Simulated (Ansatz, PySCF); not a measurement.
Caution: the highest occupied level lies above zero, so the state may not be bound. This singlet lies 1.74 eV below the relaxed triplet at the level frozen-core CCSD(T)/aug-cc-pVDZ // PBE0-D3(BJ)/def2-TZVPD (Ansatz, a quantum-chemistry and plane-wave program).

```xyz
5

O     -1.3873    -0.2012     0.6605
Al     0.0967    -1.1830     0.8361
O      1.4115    -0.0967     0.2992
H     -1.2707     0.6953     0.3299
H      1.1498     0.7856     0.0166
```

Charge -1, multiplicity 1.

### Question
Give the Mulliken and meta-Löwdin atomic charges from PBE0-D3(BJ)/def2-TZVPD in PySCF 2.14.0.

### Answer

```csv
atom,Mulliken (e),meta-Löwdin (e)
O1,-0.33,-0.85
Al2,-0.70,0.17
O3,-0.33,-0.85
H4,0.18,0.26
H5,0.18,0.26
```
